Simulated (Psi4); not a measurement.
H$_{5}$F$_{2}$GeNSi, singlet, geometry from GFN2-xTB; CAM-B3LYP/cc-pVQZ (Psi4).

Psi4 was given this input:
```
memory 2 GB

molecule mol {
0 1
  Si    1.417642    0.442649    0.292136
  F     2.609808   -0.458410    0.852105
  F     1.566858    0.389110   -1.292772
  N    -0.051024   -0.337046    0.683064
  Ge   -1.640319   -0.125756   -0.187851
  H     1.630364    1.807283    0.709542
  H    -0.089181   -0.768212    1.592225
  H    -2.581193   -1.099582    0.445789
  H    -1.412719   -0.410130   -1.632186
  H    -2.136900    1.280757   -0.009495
}

set basis cc-pvqz
set reference rks

energy('cam-b3lyp')
print_variables()
```

Task: What does Psi4 print? Leave out banner, timings and long lists.

Result: 
```
   => Loading Basis Set <=

    Name: CC-PVQZ
    Role: ORBITAL
    Keyword: BASIS

         ---------------------------------------------------------
                                   SCF
               by Justin Turney, Rob Parrish, Andy Simmonett
                          and Daniel G. A. Smith
                              RKS Reference
         ---------------------------------------------------------

  ==> Geometry <==

    Molecular point group: c1
    Full point group: C1

    Geometry (in Angstrom), charge = 0, multiplicity = 1:

       Center              X                  Y                   Z               Mass
    ------------   -----------------  -----------------  -----------------  -----------------
         SI           1.465353309248     0.456062401791     0.313562996095    27.976926534650
         F            2.657519309248    -0.444996598209     0.873531996095    18.998403162730
         F            1.614569309248     0.402523401791    -1.271345003905    18.998403162730
         N           -0.003312690752    -0.323632598209     0.704490996095    14.003074004430
         GE          -1.592607690752    -0.112342598209    -0.166424003905    73.921177761000
         H            1.678075309248     1.820696401791     0.730968996095     1.007825032230
         H           -0.041469690752    -0.754798598209     1.613651996095     1.007825032230
         H           -2.533481690752    -1.086168598209     0.467215996095     1.007825032230
         H           -1.365007690752    -0.396716598209    -1.610759003905     1.007825032230
         H           -2.089188690752     1.294170401791     0.011931996095     1.007825032230

  Running in c1 symmetry.

  Rotational constants: A =      0.21186  B =      0.03615  C =      0.03256 [cm^-1]
  Rotational constants: A =   6351.38316  B =   1083.67716  C =    976.20180 [MHz]
  Nuclear repulsion =  459.138751426010685

  Charge       = 0
  Multiplicity = 1
  Electrons    = 76
  Nalpha       = 38
  Nbeta        = 38

  ==> Algorithm <==

  SCF Algorithm Type is DF.
  DIIS enabled.
  MOM disabled.
  Fractional occupation disabled.
  Guess Type is SAD.
  Energy threshold   = 1.00e-06
  Density threshold  = 1.00e-06
  Integral threshold = 1.00e-12

  ==> Primary Basis <==

  Basis Set: CC-PVQZ
    Blend: CC-PVQZ
    Number of shells: 132
    Number of basis functions: 442
    Number of Cartesian functions: 543
    Spherical Harmonics?: true
    Max angular momentum: 4

  ==> DFT Potential <==

   => LibXC <=

    Version 7.1.2
    S. Lehtola, C. Steigemann, M. J. T. Oliveira, and M. A. L. Marques,  SoftwareX 7, 1–5 (2018) (10.1016/j.softx.2017.11.002)

   => Composite Functional: CAM-B3LYP <=

    CAM-B3LYP Hyb-GGA Exchange-Correlation Functional

    T. Yanai, D. P. Tew, and N. C. Handy,  Chem. Phys. Lett. 393, 51 (2004) (10.1016/j.cplett.2004.06.011)

    Deriv               =              1
    GGA                 =           TRUE
    Meta                =          FALSE

    Exchange Hybrid     =           TRUE
    MP2 Hybrid          =          FALSE

   => Exchange Functionals <=

    0.3500         Becke 88 [omega = 0.3300]
    0.4600   Short-range recipe for B88 functional - erf [omega = 0.3300]

   => Exact (HF) Exchange <=

    0.4600            HF,LR [omega = 0.3300]
    0.1900               HF

   => Correlation Functionals <=

    0.1900   Vosko, Wilk & Nusair (VWN5)
    0.8100   Lee, Yang & Parr

   => LibXC Density Thresholds  <==

    XC_HYB_GGA_XC_CAM_B3LYP:  1.00E-14

   => Molecular Quadrature <=

    Radial Scheme          =       TREUTLER
    Pruning Scheme         =           NONE
    Nuclear Scheme         =       TREUTLER

    Blocking Scheme        =         OCTREE
    BS radius alpha        =              1
    Pruning alpha          =              1
    Radial Points          =             75
    Spherical Points       =            302
    Total Points           =         216063
    Total Blocks           =           1647
[...]

  ==> DiskDFJK: Density-Fitted J/K Matrices <==

    J tasked:                  Yes
    K tasked:                  Yes
    wK tasked:                 Yes
    Omega:               3.300E-01
    Integrals threads:           1
    Algorithm:                Disk
    Integral Cache:           NONE
    Schwarz Cutoff:          1E-12
    Fitting Condition:       1E-10

   => Auxiliary Basis Set <=

  Basis Set: (CC-PVQZ AUX)
    Blend: CC-PVQZ-JKFIT
    Number of shells: 241
    Number of basis functions: 939
    Number of Cartesian functions: 1237
    Spherical Harmonics?: true
    Max angular momentum: 5

  Minimum eigenvalue in the overlap matrix is 8.7175814762E-05.
  Reciprocal condition number of the overlap matrix is 1.1088723772E-05.
    Using symmetric orthogonalization.

  ==> Pre-Iterations <==

  SCF Guess: Superposition of Atomic Densities via on-the-fly atomic UHF (no occupation information).

   -------------------------
    Irrep   Nso     Nmo
   -------------------------
     A        442     442
   -------------------------
    Total     442     442
   -------------------------

  ==> Iterations <==

                           Total Energy        Delta E     RMS |[F,P]|

   @DF-RKS iter SAD: -2620.70479797036251   -2.62070e+03   0.00000e+00
   @DF-RKS iter   1: -2622.75282966490340   -2.04803e+00   6.28172e-03 DIIS/ADIIS
   @DF-RKS iter   2: -2620.67365499618973    2.07917e+00   1.11489e-02 DIIS/ADIIS
   @DF-RKS iter   3: -2624.34868159920097   -3.67503e+00   4.94843e-04 DIIS/ADIIS
   @DF-RKS iter   4: -2624.35439564913213   -5.71405e-03   3.88766e-04 DIIS/ADIIS
   @DF-RKS iter   5: -2624.36258557873180   -8.18993e-03   2.32108e-05 DIIS
   @DF-RKS iter   6: -2624.36263338081699   -4.78021e-05   7.86037e-06 DIIS
   @DF-RKS iter   7: -2624.36263868105380   -5.30024e-06   2.71176e-06 DIIS
   @DF-RKS iter   8: -2624.36263919578732   -5.14734e-07   1.16195e-06 DIIS
   @DF-RKS iter   9: -2624.36263931422673   -1.18439e-07   1.61885e-07 DIIS
  Energy and wave function converged.

  ==> Post-Iterations <==

   Electrons on quadrature grid:
      Ntotal   =   76.0000227841 ; deviation = 2.278e-05

    Orbital Energies [Eh]
    ---------------------

    Doubly Occupied:

[...]
    Virtual:

[...]
    Final Occupation by Irrep:
              A
    DOCC [    38 ]
    NA   [    38 ]
    NB   [    38 ]

  @DF-RKS Final Energy: -2624.36263931422673

   => Energetics <=

    Nuclear Repulsion Energy =            459.1387514260106855
    One-Electron Energy =               -4568.1569720157604024
    Two-Electron Energy =                1584.4227517735128004
    DFT Exchange-Correlation Energy =     -99.7671704979893263
    Empirical Dispersion Energy =           0.0000000000000000
    VV10 Nonlocal Energy =                  0.0000000000000000
    Total Energy =                      -2624.3626393142267261

Computation Completed

Properties will be evaluated at   0.000000,   0.000000,   0.000000 [a0]

Properties computed using the SCF density matrix

 Multipole Moments:

 ------------------------------------------------------------------------------------
     Multipole            Electronic (a.u.)      Nuclear  (a.u.)        Total (a.u.)
 ------------------------------------------------------------------------------------

 L = 1.  Multiply by 2.5417464519 to convert [e a0] to [Debye]
 Dipole X            :         -7.7293686            6.8522159           -0.8771527
 Dipole Y            :         -1.7174815            1.9263992            0.2089176
 Dipole Z            :         -2.5331302            3.0773126            0.5441824
 Magnitude           :                                                    1.0531752

 ------------------------------------------------------------------------------------

  Variable Map:
  ----------------------------------------------------------------------------
[...]
  Array Variable Map:
  ----------------------------------------------------------------------------
[...]
[...]
```
